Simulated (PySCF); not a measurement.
## Peak assignment

Geometry:
```json
{"atom": "C1", "x (Å)": "0.286", "y (Å)": "-0.785", "z (Å)": "-3.139"}
{"atom": "C2", "x (Å)": "0.724", "y (Å)": "0.020", "z (Å)": "-2.371"}
{"atom": "C3", "x (Å)": "1.247", "y (Å)": "0.984", "z (Å)": "-1.418"}
{"atom": "C4", "x (Å)": "0.689", "y (Å)": "0.761", "z (Å)": "-0.100"}
{"atom": "C5", "x (Å)": "0.196", "y (Å)": "0.530", "z (Å)": "0.974"}
{"atom": "C6", "x (Å)": "-0.353", "y (Å)": "0.314", "z (Å)": "2.284"}
{"atom": "C7", "x (Å)": "-1.318", "y (Å)": "-0.845", "z (Å)": "2.333"}
{"atom": "O8", "x (Å)": "-0.062", "y (Å)": "0.996", "z (Å)": "3.237"}
{"atom": "H9", "x (Å)": "-0.091", "y (Å)": "-1.485", "z (Å)": "-3.824"}
{"atom": "H10", "x (Å)": "2.338", "y (Å)": "0.895", "z (Å)": "-1.365"}
{"atom": "H11", "x (Å)": "0.997", "y (Å)": "1.999", "z (Å)": "-1.745"}
{"atom": "H12", "x (Å)": "-2.139", "y (Å)": "-0.664", "z (Å)": "1.641"}
{"atom": "H13", "x (Å)": "-0.811", "y (Å)": "-1.755", "z (Å)": "2.019"}
{"atom": "H14", "x (Å)": "-1.704", "y (Å)": "-0.966", "z (Å)": "3.342"}
```

[PySCF 2.14.0 with density-fitted response routines: coordinates at the GFN2-xTB level; shieldings: GIAO PBE0/pcSseg-1; one computed conformer; equivalent nuclei averaged; in vacuum; non-relativistic Hamiltonian]

Scale: 13C (σref 186.93), 1H (σref 31.72) against TMS (reference shieldings calculated alike).

Task: Assign these signals to the numbered atoms. 13C{1H} NMR (computed): δ 187.5, 94.0, 86.0, 81.5, 77.1, 36.3, 11.9.

Result: 
187.5 → C6, carbonyl carbon of an ynone
94.0 → C4, alkyne carbon: the triple bond shields along its axis, which puts it between sp3 and sp2 carbons
86.0 → C5, alkyne carbon
81.5 → C2, alkyne carbon
77.1 → C1, terminal alkyne carbon: the triple bond shields along its axis, which puts it between sp3 and sp2 carbons
36.3 → C7, methyl carbon α to a carbonyl: the adjacent C=O deshields it moderately
11.9 → C3, propargylic sp3 CH2: aliphatic region, no heteroatom directly attached

Task: Assign these signals to the numbered atoms. 1H NMR (500 MHz, computed): δ 3.47 (d, 2H), 2.36 (s, 3H), 1.59 (t, 1H).

Result: 
3.47 → H10/H11, hydrogen on a propargylic sp3 CH2
2.36 → H12/H13/H14, hydrogen on a methyl carbon α to a carbonyl: α to C=O
1.59 → H9, hydrogen on a terminal alkyne carbon: it lies on the axis of the triple bond, in its shielding cone

Shifts are as computed. Against solution values, carbons near 30 ppm lie about +3 ppm off and those near 130 ppm about +5 ppm. Of 1211 compounds with measured shifts, 218 miss one by over three times the rms of a fit or turn the order of signals round; such compounds aren't used in these exercises. No couplings were computed; multiplicities are counted from neighbouring protons, with m where these are inequivalent, close in shift, in a saturated or five-membered ring or joined by F or P, and br s for small geminal =CH2 splittings.
